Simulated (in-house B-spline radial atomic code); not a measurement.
Results of a calculation; reference values are marked as such.
# Softness against transferability: the 4s channel of Cd

Cd, [Kr] 4d10 5s2, non-relativistic LDA (VWN5), spherical and spin-unpolarised, from an all-electron radial atomic-structure program (B-spline basis) (atomic units). The all-electron 4s level is ε = -3.596069 hartree, its outermost node lies just inside 0.45 bohr and its outer maximum at 0.82 bohr.

Troullier-Martins pseudo-orbitals are made for several radii. The cutoffs (hartree) are the plane-wave energies beyond which the orbital holds less than the named kinetic energy per electron. The phase error is the difference, pseudo minus all-electron, of arctan(R P'/P) at R = 1.45 bohr for all radii, half a hartree below and above the level.

| r_c (bohr) | V_l(0) (hartree) | cutoff for 10 mEh | for 1 mEh | for 0.1 mEh | phase error at ε − 0.5 (mrad) | at ε + 0.5 (mrad) |
| --- | --- | --- | --- | --- | --- | --- |
| 0.62 | -65.63 | 279 | > 450 | > 450 | -22.0 | -4.0 |
| 0.71 | -21.08 | 126 | 281 | > 450 | -6.5 | -0.9 |
| 0.82 | 4.48 | 59.2 | 118 | 198 | -3.4 | -0.4 |
| 0.93 | 8.70 | 57.9 | 99.1 | 137 | -2.9 | -0.4 |
| 1.03 | 5.14 | 53.3 | 91.9 | 125 | -4.2 | -0.5 |
| 1.15 | 0.93 | 44.6 | 62.3 | 104 | -9.0 | -1.1 |

(1) Which radius needs the lowest cutoff for 1 mEh while both phase errors stay within 6.6 mrad?

Results:

(1) The radii within that limit are 0.71, 0.82, 0.93, 1.03 bohr; of these r_c = 1.03 needs the least, 91.9 hartree, that is 184 Ry or 2501 eV.
